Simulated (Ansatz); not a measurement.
Ideal-gas functions of `[AlH2]/[N]=C\S` at 500 K and 1 bar, from an Ansatz frequency run at PBE0-D4/def2-TZVP.

Molar mass 89.1 g/mol, point group Cs (symmetry number 1), electronic degeneracy 1, moments of inertia 22.89, 296.173, 311.15 u Å². Harmonic wavenumbers (cm⁻¹, unscaled): 75, 153, 230, 356, 376, 551, 588, 641, 745, 797, 899, 972, 1340, 1832, 1947, 1953, 2707, 3016.

Use S(trans) = R[1.5 ln M + 2.5 ln T − 1.1517]; rotational temperatures θ = 24.2544 K / I; S(rot) = R[ln(√π/σ · √(T³/θAθBθC)) + 1.5]; for each mode x = 1.438777 ν̃/T, S = R[x/(eˣ − 1) − ln(1 − e⁻ˣ)] and H = RT x/(eˣ − 1); 1 cm⁻¹ = 0.0119627 kJ/mol; R = 8.31446 J/(mol·K).

Q: By hand: the entropy, in J/(mol·K).

A: Translation 175.6. Rotation: θ = 1.0596, 0.0819, 0.078 K, giving 115.5. Vibration, mode by mode: 21.08, 15.20, 11.90, 8.47, 8.05, 5.30, 4.87, 4.31, 3.40, 3.02, 2.40, 2.03, 0.87, 0.27, 0.20, 0.20, 0.03, 0.01, in all 91.6. Electronic 0.0. Sum 382.7 J/(mol·K).

Q: By hand: H − E and G − E in kJ/mol, counted from the electronic energy.

A: Zero-point energy ½ × 19178 × 0.0119627 = 114.7; thermal vibration 23.9; translation, rotation and pV give 4 RT = 16.6. H − E = 155.2 kJ/mol, and G − E = 155.2 − 500 × 382.7/1000 = -36.2 kJ/mol.

Vibration gives 24 % of the entropy, 21.1 J/(mol·K) of it from the mode under 150 cm⁻¹: soft modes count most, and the harmonic formula is weakest for them. The sum counts one conformer and one mirror image; others add a mixing term.
